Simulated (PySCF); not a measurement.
# Electron correlation in F⁻ (fluorine, charge -1)

[Ne], closed-shell 1S. Computed with PySCF 2.14 in aug-cc-pVTZ, with no relativity, point nucleus. Frozen: 1s2; 8 electrons correlated.

MP2 pair energies summed by pair of shells (mhartree):

| pair | energy | share (%) |
| --- | --- | --- |
| 2p-2p | -208.91 | 70.8 |
| 2s-2p | -75.92 | 25.7 |
| 2s-2s | -10.24 | 3.5 |

Total MP2 correlation energy: -295.07 mhartree.

Same-spin part -78.28 and opposite-spin part -216.79 mhartree; SCS-MP2 scales them by 1/3 and 6/5 to -286.24 mhartree.
